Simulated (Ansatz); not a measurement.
Problem. Name a neutral molecule of B, C and H with LUMO energy (ωB97M-V/def2-TZVPP) between 1.30 and 1.60 eV and LUMO energy (PBE0/def2-TZVPP) between -0.65 and -0.35 eV (Ansatz, PBE0-D4/def2-TZVP geometry).

Solution. `CBCC#CC` (1.53 eV, -0.42 eV); `BCCB` (1.34 eV, -0.44 eV); `CB1CC1` (1.40 eV, -0.62 eV); `B1CCC1` (1.46 eV, -0.38 eV). Other molecules can fit too; these were computed, each in one conformer that needn't be the lowest.
